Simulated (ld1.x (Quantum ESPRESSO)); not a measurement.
Reading a pseudo-wave (tellurium)

Columns: radius, all-electron u(r) and pseudo u(r) of the 5s shell (level -15.55 eV) of tellurium in the configuration [Kr] 4d10 5s1.5 5p4.5; Wu–Cohen, scalar-relativistic, PAW scheme, ld1.x (Quantum ESPRESSO) 7.5.

```tsv
r (bohr)	all-electron	pseudo
0.118	-0.0843	0.0855
0.235	0.2650	0.1695
0.353	0.0455	0.2524
0.470	-0.2706	0.3320
0.588	-0.4027	0.4088
0.705	-0.3418	0.4806
0.822	-0.1674	0.5473
0.940	0.0496	0.6085
1.058	0.2604	0.6628
1.175	0.4396	0.7091
1.292	0.5802	0.7472
1.410	0.6830	0.7767
1.528	0.7505	0.7967
1.645	0.7878	0.8069
1.763	0.8014	0.8070
1.880	0.7964	0.7972
1.998	0.7772	0.7772
2.115	0.7480	0.7480
2.232	0.7118	0.7118
2.350	0.6707	0.6707
2.468	0.6272	0.6272
2.585	0.5830	0.5830
2.702	0.5390	0.5390
2.820	0.4957	0.4957
2.938	0.4540	0.4540
3.055	0.4146	0.4146
```

Problem. How many radial nodes do the two functions have?

Solution. The all-electron 5s function has n − l − 1 = 4 (the table is too coarse to show those close to the nucleus); the pseudo-wave has 0, since the states of the same l below it are removed with the core.

Problem. At about which radius was the pseudo-wave matched?

Solution. 2.00 bohr, where the columns begin to agree (steps of 0.12 bohr).

Problem. Is the pseudo-wave norm-conserving?

Solution. No, it belongs to a PAW set: the norm inside the radius is not constrained, and the difference is carried by the augmentation charge.
